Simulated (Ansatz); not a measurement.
C4H2F4, SMILES `FC1=CC(F)(F)C1F` at its PBE0-D4/def2-TZVP geometry, where that method's forces vanish. The species carries charge 0 and has multiplicity 1.

```xyz
10

F    -1.8697    0.4706   -1.4476
C    -0.8502    0.1150   -0.7120
C    -0.1166   -0.9940   -0.6392
C     0.7294   -0.3888    0.4368
F     0.7352   -1.0431    1.6202
F     2.0133   -0.1436    0.1213
C    -0.1827    0.8741    0.3910
F     0.4356    2.0350    0.0391
H    -0.1274   -1.9659   -1.1093
H    -0.7669    1.0407    1.2997
```

What forces (eV/Å) does r2SCAN-D4/def2-TZVPP give on these atoms in Ansatz? (An estimate is asked.)

Ansatz gave: 
```
F1  -0.282  0.110 -0.206
C2   0.102  0.043  0.111
C3   0.081 -0.332 -0.123
C4  -0.221  0.010 -0.182
F5   0.011 -0.201  0.351
F6   0.370  0.096 -0.084
C7  -0.248 -0.078  0.215
F8   0.194  0.341 -0.112
H9  -0.003 -0.005  0.008
H10 -0.004  0.015  0.021
```
